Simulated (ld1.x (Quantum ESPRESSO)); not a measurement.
## tungsten: one change to a TM potential, before and after

ld1.x (Quantum ESPRESSO) 7.5 input, shortened:

```
&input
   title='W', zed=74., rel=1, dft='WC', iswitch=3,
   config='[Xe] 4f14 5d4 6s2 6p0'
 /
 &inputp
   pseudotype=2, tm=.true., lloc=2,
   nlcc=.true., new_core_ps=.true., rcore=1.25
 /
3
6S  1  0   2.00   0.00  2.90  2.90  0.0
6P  2  1   0.00   0.00  3.80  3.80  0.0
5D  3  2   4.00   0.00  1.75  1.75  0.0
 &test
   configts(1)='5d4 6s2 6p0'
 /
```

Change: wave 6s (bound): rc 2.90 bohr becomes 6s (bound): rc 2.18 bohr.

Cutoffs: the cutoffs (Ry, on a coarse ladder) from which the occupation-weighted sum of valence levels, in a spherical-Bessel basis at the reference potential, stays within 10 and 1 mRy of its value at 400 Ry; they do not see the model core or the augmentation charge, which bear on the density cutoff. Errors are all-electron minus pseudo energies relative to the spin-unpolarised reference configuration.

**Question.** How do hardness, ghosts and transferability respond?

**Answer.** The potential gets neither clearly harder nor softer (30 Ry and 35 Ry → 30 Ry and 40 Ry); both files keep a bound ghost (p, s); of the 6 tests that both files solve, the error grows in 0 and shrinks in 3 by more than 15 % and 0.3 meV (median size 30.8 → 25.5 meV). Less of the atom is replaced, so other configurations are described better.

```tsv
quantity	base	changed
cutoff, loose	30 Ry	30 Ry
cutoff, tight	35 Ry	40 Ry
loose cutoff by channel (10 mRy a level)	s 6 Ry, d 25 Ry	s 12 Ry, d 25 Ry
bound ghosts	s, p	s, p
tests counted (converged, no solver errors)	6 of 7	6 of 7
error for 5d4 6s1 6p0, meV [ΔE 8.94 eV]	-11	-9.1
error for 5d4 6s0 6p0, meV [ΔE 24.64 eV]	-51	-42
error for 5d3 6s0 6p0, meV [ΔE 50.04 eV]	-142	-142
error for 5d4 6s1.5 6p0, meV [ΔE 3.66 eV]	-2.9	-2.6
error for 5d4 6s1 6p1, meV [ΔE 4.58 eV]	-4.9	-4.0
error for 5d2 6s0 6p0, meV [ΔE 87.28 eV]	-610	-624
s: phases at 4.12 bohr within 0.05 rad from the reference energy up to (Ry; the scan ends near 5)	1.0	1.1
p: phases at 4.12 bohr within 0.05 rad from the reference energy up to (Ry; the scan ends near 5)	4.8	4.8
d: phases at 4.12 bohr within 0.05 rad from the reference energy up to (Ry; the scan ends near 5)	3.4	3.4
```

Base: Tests not counted: 5d4 6s0 6p1 (solver errors, printed error -2.6 eV). These tests converged, but a pseudo level misses the all-electron one widely, so the file describes the atom poorly there or has found another state: 5d4 6s0 6p0: empty 6p by 3.7 eV; 5d2 6s0 6p0: empty 6s by 5.0 eV (a node warning on the way). Changed file: Tests not counted: 5d4 6s0 6p1 (solver errors, printed error -2.6 eV). A true bound ghost makes a file unfit for plane-wave use even where its test errors are small: the radial tests pick states by their node count and pass the ghost by. Where a test does run into it, the solver fails or the error is huge.
